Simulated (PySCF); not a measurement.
H2B, SMILES [BH2], doublet at its PBE0/def2-SVP optimised geometry (Å):

```
3

B     -0.2233    -0.4682     0.0000
H     -0.9816     0.4682     0.0000
H      0.9816    -0.4682     0.0000
```

Computed with unrestricted PBE0/def2-TZVP (PySCF 2.14.0).

Map of the LUMO amplitude (α orbitals alone; a β orbital can be the lowest empty one) (bohr^(-3/2)) on the plane z = 1.5 Å; orbital energy -2.34 eV, overall sign arbitrary:

```
|000000000000000000000000000|
|000000000000000000000000000|
|000000000000000000000000000|
|000000000000000000000000000|
|000000000000000000000000000|
|000000000111111110000000000|
|000000011111111111000000000|
|000001111122222111110000000|
|000011112223332221111000000|
|000011222333433322211000000|
|000111233445554433211100000|
|000112234556665543221110000|
|001112345667776654322110000|
|001122345678887654322110000|
|001122346789998765332110000|
|001123356789998765432110000|
|001122346789998765332110000|
|001122345678887654322110000|
|001112345667776654322110000|
|001112234556665543221110000|
|000111233445554433211100000|
|000011222333433322211100000|
|000011112223332221111000000|
|000001111122222211110000000|
|000000011111111111100000000|
|000000001111111110000000000|
|000000000000000000000000000|
```
Scale: ten equal steps from 0.000 (start of '0') to 0.084 (end of '9'), in the order '0123456789'; x runs from -3.00 to 3.00, y from -3.00 (bottom) to 3.00 (top).
